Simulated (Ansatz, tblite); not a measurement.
Forces on the cluster Li6H5⁺ at its r2SCAN-D4/def2-TZVP geometry. The state is a singlet with charge 1.

The xTB rows come from tblite. Another isomer (singlet) lies 0.06 eV lower at PBE0-D4/def2-TZVP; other spin states weren't run for this one.

GFN1-xTB (tblite), largest force 0.41 eV/Å:

```xyz
11
positions Å, forces eV/Å
Li   -1.712   -0.599    0.595    0.232    0.116   -0.056
Li    2.008    0.664   -0.712   -0.294   -0.218    0.016
Li    1.039   -1.989   -0.065   -0.090    0.339   -0.119
Li   -0.879    1.702    0.025    0.101   -0.245    0.033
Li    0.220    0.387    1.863   -0.070   -0.038   -0.255
Li   -0.221   -0.458   -2.186    0.174    0.015    0.326
H    -1.334    0.221   -1.071   -0.104    0.002   -0.148
H     0.946    1.386    0.424    0.134    0.116    0.005
H    -1.423    0.888    1.486   -0.262    0.166    0.275
H    -0.036   -1.329    1.098    0.030   -0.162    0.078
H     1.391   -0.874   -1.457    0.149   -0.091   -0.154
```

GFN2-xTB (tblite), largest force 0.50 eV/Å:

```
Li 0.116 0.105 0.004
Li -0.443 -0.097 0.189
Li -0.249 0.424 0.063
Li 0.032 -0.139 0.065
Li -0.086 0.001 -0.131
Li -0.003 0.118 0.480
H 0.349 -0.200 -0.292
H 0.278 -0.244 -0.338
H -0.122 0.076 0.128
H 0.308 -0.157 -0.357
H -0.179 0.114 0.189
```

PBE-D4/def2-TZVP (Ansatz), largest force 0.06 eV/Å:

```
Li 0.030 -0.008 -0.025
Li -0.046 -0.015 0.012
Li -0.022 0.052 0.001
Li 0.025 -0.025 -0.020
Li 0.017 -0.015 -0.034
Li 0.009 0.009 0.053
H -0.008 0.004 0.004
H -0.003 0.002 0.007
H -0.008 0.008 0.010
H -0.008 -0.002 0.005
H 0.014 -0.010 -0.015
```
